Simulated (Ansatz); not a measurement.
Reaction (atomization): `[CH3][GaH][SH]` → C• + Ga• + 5 H• + S•

Isolated molecules relaxed with PBE0-D4/def2-TZVP in Ansatz; ΔE leaves out vibrations. CCSD(T)/CBS adds triple-zeta CCSD(T) − MP2 to the extrapolated MP2 energy (def2 sets, frozen cores). This one scheme is used for every species, atoms too. Functionals use def2-TZVPP. B3LYP here is the variant with VWN-RPA as its local correlation; programs differ in this. No spin–orbit coupling; open shells (•) take unrestricted orbitals. Spin–orbit coupling would lower the free atoms: a little for C, S; clearly for Ga. Bonds to Ga are less sure, by a few kJ/mol each and by 10 to 20 or more in all where they break to atoms, as the def2 sets lack core-valence functions. Scalar relativity is left out up to krypton. Each species was taken in one conformer, which may not be the lowest.

```tsv
level	ΔE (kJ/mol)	difference from CCSD(T)/CBS
LDA (SPW92)	2814.5	307.6
PBE-D4	2507.9	1.0
B97M-V	2518.1	11.2
PBE0-D4	2490.0	-16.9
B3LYP-D4	2479.6	-27.3
r2SCANh-D4	2500.1	-6.8
r2SCAN0-D4	2486.2	-20.7
BHLYP-D4	2438.4	-68.5
CAM-B3LYP-D4	2491.9	-15.0
ωB97X-V	2509.1	2.2
revPBE	2416.8	-90.1
PBE0	2477.6	-29.3
r2SCAN0	2482.1	-24.8
LC-ωPBE	2480.3	-26.6
CCSD(T)/def2-SVP	2362.6	-144.3
CCSD(T)/def2-TZVPP	2455.5	-51.4
CCSD(T)/CBS	2506.9	0
```

Largest T1 diagnostic among the species: 0.013.

At CCSD(T), def2-SVP lies −144.3 kJ/mol from the extrapolated value and def2-TZVPP −51.4 kJ/mol: correlation converges slowly with the basis, and small sets miss more of it in the bonded molecule than in its fragments. From PBE to PBE0 (25 % exact exchange), in def2-TZVPP and without D4, ΔE moves by −15.8 kJ/mol: exact exchange takes away binding that semilocal exchange gives to molecules. Leaving LDA and LC-ωPBE aside and taking each functional with its dispersion term where it has one, the values spread over 79.7 kJ/mol, from BHLYP-D4 to B97M-V. LDA lies +321.1 kJ/mol from PBE without D4, its usual overbinding.

For atomizations the MP2-based limit and the directly extrapolated one differ by several kJ/mol either way, and by 10 to 25 for some Ge, Se and Sn compounds, so smaller differences from it don't rank the levels.
